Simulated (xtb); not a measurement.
H2S, charge +1, doublet, from a rough starting geometry (a state made from the parent by changing its charge; the spin is typed, not shown lowest); GFN2-xTB run with xtb.

Here is a job for xtb.
```
$ xtb mol.xyz --gfn 2 --chrg 1 --uhf 1 --opt vtight --json

# file mol.xyz
3

S     -0.01156596     0.60031542    -0.02267301
H     -0.94890704    -0.38470306     0.02279338
H      1.04114649    -0.23477455    -0.02249208
```

It wrote (shortened):

```
   ID    Z sym.   atoms
    1   16 S      1
    2    1 H      2, 3

           -------------------------------------------------
          |                Calculation Setup                |
           -------------------------------------------------

           -------------------------------------------------
          |                 G F N 2 - x T B                 |
           -------------------------------------------------

          ...................................................
          :                      SETUP                      :
          :.................................................:
          :  # basis functions                  12          :
          :  # atomic orbitals                  11          :
          :  # shells                            5          :
          :  # electrons                         7          :
          :  max. iterations                   250          :
          :  Hamiltonian                  GFN2-xTB          :
          :  restarted?                      false          :
          :  GBSA solvation                  false          :
          :  PC potential                    false          :
          :  electronic temp.          300.0000000     K    :
          :  accuracy                    1.0000000          :
          :  -> integral cutoff          0.2500000E+02      :
          :  -> integral neglect         0.1000000E-07      :
          :  -> SCF convergence          0.1000000E-05 Eh   :
          :  -> wf. convergence          0.1000000E-03 e    :
          :  Broyden damping             0.4000000          :
          :  net charge                          1          :
          :  unpaired electrons                  1          :
          ...................................................

 iter      E             dE          RMSdq      gap      omega  full diag
   1     -3.7195570 -0.371956E+01  0.677E+00    6.09       0.0  T
   2     -3.7207113 -0.115429E-02  0.346E+00    6.37       1.0  T
   3     -3.7210897 -0.378415E-03  0.290E-01    6.64       1.0  T
   4     -3.7210912 -0.144238E-05  0.601E-02    6.62       1.0  T
   5     -3.7210913 -0.868949E-07  0.172E-02    6.62       3.4  T
   6     -3.7210913 -0.986967E-08  0.404E-03    6.62      14.3  T
   7     -3.7210913 -0.890790E-09  0.631E-04    6.62      91.6  T
   8     -3.7210913 -0.930367E-10  0.165E-04    6.62     350.7  T

   *** convergence criteria satisfied after 8 iterations ***

         :::::::::::::::::::::::::::::::::::::::::::::::::::::
         ::                     SUMMARY                     ::
         :::::::::::::::::::::::::::::::::::::::::::::::::::::
         :: total energy              -3.704960882052 Eh    ::
         :: gradient norm              0.011958856575 Eh/a0 ::
         :: HOMO-LUMO gap              6.620588758157 eV    ::
         ::.................................................::
         :: SCC energy                -3.721091283334 Eh    ::
         :: -> isotropic ES            0.143109106344 Eh    ::
         :: -> anisotropic ES         -0.002945023673 Eh    ::
         :: -> anisotropic XC          0.004175417401 Eh    ::
         :: -> dispersion             -0.000255452953 Eh    ::
         :: repulsion energy           0.016130401282 Eh    ::
         :: add. restraining           0.000000000000 Eh    ::
         :: total charge               1.000000000000 e     ::
         :::::::::::::::::::::::::::::::::::::::::::::::::::::

      -----------------------------------------------------------
     |                   =====================                   |
     |                        A N C O P T                        |
     |                   =====================                   |
     |               Approximate Normal Coordinate               |
     |                Rational Function Optimizer                |
      -----------------------------------------------------------
      -----------------------------------------------------------
     |                   =====================                   |
     |                        A N C O P T                        |
     |                   =====================                   |
     |               Approximate Normal Coordinate               |
     |                Rational Function Optimizer                |
      -----------------------------------------------------------

          ...................................................
          :                      SETUP                      :
          :.................................................:
          :   optimization level         verytight          :
          :   max. optcycles                   200          :
          :   ANC micro-cycles                  20          :
          :   degrees of freedom                 3          :
          :.................................................:
          :   RF solver                   davidson          :
          :   write xtbopt.log                true          :
          :   linear?                        false          :
          :   energy convergence         0.1000000E-06 Eh   :
          :   grad. convergence          0.2000000E-03 Eh/α :
          :   maxmium RF displ.          1.0000000          :
          :   Hlow (freq-cutoff)         0.1000000E-01      :
          :   Hmax (freq-cutoff)         5.0000000          :
          :   S6 in model hess.         20.0000000          :
          ...................................................

generating ANC from exact Hessian ...
Using Lindh-Hessian (1995)
 Shifting diagonal of input Hessian by    0.0000000000000000
 Lowest  eigenvalues of input Hessian
    0.000000    0.000000    0.000000    0.000000    0.000000    0.000000
    0.051717    0.736169    0.805048
 Highest eigenvalues
    0.000000    0.000000    0.000000    0.051717    0.736169    0.805048

........................................................................
[...]
 * total energy  :    -3.7049609 Eh     change       -0.3470113E-11 Eh
 * total energy  :    -3.7051221 Eh     change       -0.1612508E-03 Eh
 * total energy  :    -3.7051573 Eh     change       -0.3521694E-04 Eh
 * total energy  :    -3.7051593 Eh     change       -0.1979980E-05 Eh
 * total energy  :    -3.7051598 Eh     change       -0.5171799E-06 Eh
 * total energy  :    -3.7051598 Eh     change       -0.1531757E-09 Eh
   *** GEOMETRY OPTIMIZATION CONVERGED AFTER 6 ITERATIONS ***
[...]
           -------------------------------------------------

          ...................................................
          :                      SETUP                      :
          :.................................................:
          :  # basis functions                  12          :
          :  # atomic orbitals                  11          :
          :  # shells                            5          :
          :  # electrons                         7          :
          :  max. iterations                   250          :
          :  Hamiltonian                  GFN2-xTB          :
          :  restarted?                      false          :
          :  GBSA solvation                  false          :
          :  PC potential                    false          :
          :  electronic temp.          300.0000000     K    :
          :  accuracy                    1.0000000          :
          :  -> integral cutoff          0.2500000E+02      :
          :  -> integral neglect         0.1000000E-07      :
          :  -> SCF convergence          0.1000000E-05 Eh   :
          :  -> wf. convergence          0.1000000E-03 e    :
          :  Broyden damping             0.4000000          :
          :  net charge                          1          :
          :  unpaired electrons                  1          :
          ...................................................

 iter      E             dE          RMSdq      gap      omega  full diag
   1     -3.7197913 -0.371979E+01  0.199E-06    6.49       0.0  T
   2     -3.7197913  0.444089E-15  0.119E-06    6.49   48473.7  T
   3     -3.7197913  0.000000E+00  0.211E-07    6.49  100000.0  T

   *** convergence criteria satisfied after 3 iterations ***

         :::::::::::::::::::::::::::::::::::::::::::::::::::::
         ::                     SUMMARY                     ::
         :::::::::::::::::::::::::::::::::::::::::::::::::::::
         :: total energy              -3.705159847115 Eh    ::
         :: gradient norm              0.000002624525 Eh/a0 ::
         :: HOMO-LUMO gap              6.494413414497 eV    ::
         ::.................................................::
         :: SCC energy                -3.719791334418 Eh    ::
         :: -> isotropic ES            0.142773309552 Eh    ::
         :: -> anisotropic ES         -0.003227199924 Eh    ::
         :: -> anisotropic XC          0.004228910576 Eh    ::
         :: -> dispersion             -0.000256766667 Eh    ::
         :: repulsion energy           0.014631487303 Eh    ::
         :: add. restraining           0.000000000000 Eh    ::
         :: total charge               1.000000000000 e     ::
         :::::::::::::::::::::::::::::::::::::::::::::::::::::

           -------------------------------------------------
          |                Property Printout                |
           -------------------------------------------------

    * Orbital Energies and Occupations

         #    Occupation            Energy/Eh            Energy/eV
      -------------------------------------------------------------
         1        2.0000           -1.0324151             -28.0934
         2        2.0000           -0.7777997             -21.1650
         3        2.0000           -0.7631240             -20.7657
         4        1.0000           -0.7038668             -19.1532 (HOMO)
         5                         -0.4652015             -12.6588 (LUMO)
         6                         -0.4109734             -11.1832
         7                         -0.3022289              -8.2241
         8                         -0.2990411              -8.1373
         9                         -0.2870221              -7.8103
        10                         -0.0391682              -1.0658
        11                          0.2684750               7.3056
      -------------------------------------------------------------
                  HL-Gap            0.2386653 Eh            6.4944 eV
             Fermi-level           -0.6590148 Eh          -17.9327 eV

     #   Z          covCN         q      C6AA      α(0)
     1  16 S        1.841     0.520   121.644    18.564
     2   1 H        0.920     0.240     0.917     1.497
     3   1 H        0.920     0.240     0.917     1.497

 Mol. C6AA /au·bohr⁶  :        167.478512
 Mol. C8AA /au·bohr⁸  :       7030.005550
 Mol. α(0) /au        :         21.558191

Wiberg/Mayer (AO) data.
largest (>0.10) Wiberg bond orders for each atom

 ---------------------------------------------------------------------------
     #   Z sym  total        # sym  WBO       # sym  WBO       # sym  WBO
 ---------------------------------------------------------------------------
     1  16 S    1.880 --     2 H    0.940     3 H    0.940
     2   1 H    0.942 --     1 S    0.940
     3   1 H    0.942 --     1 S    0.940
 ---------------------------------------------------------------------------

Topologies differ in total number of bonds
Writing topology from bond orders to xtbtopo.mol

molecular dipole:
                 x           y           z       tot (Debye)
 q only:        0.027       0.316      -0.022
   full:        0.034       0.215      -0.020       0.556
molecular quadrupole (traceless):
                xx          xy          yy          xz          yz          zz
 q only:        1.242       0.111       0.041      -0.056      -0.044      -1.283
  q+dip:        1.631       0.137      -0.046      -0.071      -0.048      -1.585
   full:        1.447       0.149      -0.384      -0.057      -0.025      -1.063

optimized geometry written to: xtbopt.xyz

           -------------------------------------------------
          | TOTAL ENERGY               -3.705159847115 Eh   |
          | GRADIENT NORM               0.000002624525 Eh/α |
          | HOMO-LUMO GAP               6.494413414497 eV   |
           -------------------------------------------------
```
